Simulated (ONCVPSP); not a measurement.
## Potentials for Ta compared

Generated with ld1.x 7.5 (TM, RRKJ, ultrasoft, PAW), atompaw 4.2 or ONCVPSP 4.0.1. The cutoff is in Ry: for ld1.x and atompaw files where the sum of valence levels is converged to 10 mRy in a Bessel basis, for ONCV files where the hardest occupied wave has 1 mHa per electron of residual kinetic energy. The error is the largest all-electron minus pseudo excitation energy over each file’s own four to seven test configurations (ionisations up to +4, promotions, holes and added fractions of an electron), all of which were solved. The labels leave out finer settings (local radius, basis sizes, second energies), which also bear on the numbers. Spin-polarised tests are not counted. The rows are a selection from randomly drawn settings: files with unsolved tests, undetermined cutoffs or missed reference levels are left out.

A true bound ghost makes a file unfit for plane-wave use even where its test errors are small: the radial tests pick states by their node count and pass the ghost by.

| potential | cutoff (Ry) | largest error (meV) | bound ghosts |
| --- | --- | --- | --- |
| ONCV, PBE, scalar-relativistic, rc 2.05/1.50/2.85/0.70 (spdf), local smoothed, core correction yes, reference 4f14 5s2 5p6 5d3 6s2, qcut 6.6/6.3/4.7/24.1, projectors 3/2/2/2 | 526 | -19 | s |
| ONCV, PBEsol, scalar-relativistic, rc 1.75/1.40/1.85 (spd), local smoothed, core correction yes, reference 5s2 5p6 5d3 6s2, qcut 5.4/6/5.1, projectors 3/2/2 | 48 | -558 | none |
| ONCV, PBE, scalar-relativistic, rc 2.40/1.25/3.05/2.45 (spdf), local smoothed, core correction yes, reference 5p6 5d3 6s1, qcut 2.2/6.1/4.5/4.9, projectors 2/3/3/2 | 206 | +47 | s, p |

Fill in the row for Ta: ONCV, LDA (Perdew-Zunger), fully relativistic, rc 1.70/2.05/2.20 (spd), local smoothed, core correction no, reference 5s2 5p6 5d2, qcut 5.8/6.4/8.2, projectors 2/2/2.

cutoff 38 Ry, largest error +13 meV, bound ghosts: none.

Fill in the row for Ta: ONCV, PBE, scalar-relativistic, rc 1.50/1.60/2.90 (spd), local smoothed, core correction yes, reference 5s2 5p6 5d3 6s2, qcut 8/9/4.8, projectors 2/2/2.

cutoff 58 Ry, largest error -148 meV, bound ghosts: none.
